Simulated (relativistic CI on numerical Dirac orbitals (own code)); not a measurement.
# La+: from the plainest model towards the measured levels

Calculated with a relativistic CI code on KLI orbitals (one set per configuration, finite nucleus), adding one ingredient at a time: step 1, Dirac-Coulomb, each configuration alone; step 2, with Breit and QED terms; step 3, with configuration mixing; step 4, with scaled Slater integrals (0.85); step 5, with a P86 correlation estimate; step 6, tied to the ionisation limit. P86 is a density functional for the correlation energy, evaluated here for each configuration and added to its levels. Step 6 is semi-empirical: configurations made of the next ion and one excited electron move by 1109 cm⁻¹, so that their limit matches the tabulated ionisation energy, and those with a non-penetrating f or g electron also take the P86 value of the least penetrating other one.

Configuration list (outside the closed core [Xe]): 5d², 5d6s, 6s², 4f6s, 5d4f, 5d6p, 6s6p, 4f², 5d5f, 4f6p, 5d7s, 5d6d, 5d7p, 4f5f, 6p², 5d7d.

Computed minus measured energy above the ground level, in cm⁻¹, for 6 of the 11 excited levels that pair in every step (one J of a term; a digit in brackets numbers repeated terms):

```
Configuration  Term  J  Measured  Step 1  Step 2  Step 3  Step 4  Step 5  Step 6
          5d²  a 3F  3      1016    -380    -410    -227    -212    -331    -347
         5d6s  a 3D  1      1895    -866    -714    -592    -961    1211    2288
          5d²  a 3P  0      5250    1980    1965     980     442     117     100
          5d²  a 1G  4      7473    2427    2387    2053     872     753     736
         5d4f    jj  6     19750    7287    6446    7007    6971    4549    5640
         6s6p    jj  2     29498   -3797   -3543   -1231   -1781    1639    1908
```

Mean absolute errors in cm⁻¹, over all paired levels and for the configurations:

| Configuration, levels | Step 1 | Step 2 | Step 3 | Step 4 | Step 5 | Step 6 |
| --- | --- | --- | --- | --- | --- | --- |
| all, 11 | 2101 | 1961 | 1415 | 1285 | 1025 | 1442 |
| 5d², 6 | 1483 | 1474 | 843 | 353 | 338 | 341 |
| 5d6s, 3 | 1045 | 913 | 757 | 1089 | 1021 | 2089 |
| 5d4f, 1 | 7287 | 6446 | 7007 | 6971 | 4549 | 5640 |
| 6s6p, 1 | 3797 | 3543 | 1231 | 1781 | 1639 | 1908 |

Measured levels: NIST Handbook of Basic Atomic Spectroscopic Data (Sansonetti and Martin, J. Phys. Chem. Ref. Data 34, 1559 (2005)).

The mean absolute error is lowest at step 5 (1025 cm⁻¹), and the largest single drop is from step 2 to 3 (1961 to 1415). Terms of the ground configuration are off by 1483 at first, 843 with mixing and 353 after scaling, which stands in for the correlation that narrows term splittings. The Breit and QED terms change the top of the ground term (measured 1971) from 1409 to 1347. Mixing lowers the ground level by 813; relative to it the configurations that move most are 6s6p by +2312, 5d4f by +561, 5d6s by +156. The P86 estimate moves 6s6p by +3420, 5d4f by -2422, 5d6s by +2110, and takes the mean absolute error of the excited configurations from 2404 to 1850. Step 6 takes that error from 1850 to 2763; it grows for 5d6s. The shift fits the limit, so it does little for low levels whose errors differ from those near the limit.
